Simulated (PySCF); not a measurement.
Scan of F₂Sr, singlet: symmetric bend, bond length relaxed. Scanned: F-Sr-F angle. Other coordinates (Sr-F bond length) were minimised at B3LYP/def2-TZVP.

Level of theory: CCSD(T) on RHF/def2-TZVP, 2 core orbitals frozen, def2 effective core potentials past Kr in PySCF.

Scanned values (°): 180, 170, 160, 150, 140, 130, 120, 110, 100, 90, 80.

Task: Locate the minima and the barriers on this grid.

Result: Lower than their neighbours: 140° (0.00 kJ/mol). Higher than their neighbours: 180° (7.22 kJ/mol, end of the scan), 80° (71.54 kJ/mol, end of the scan). The whole profile spans 71.54 kJ/mol.
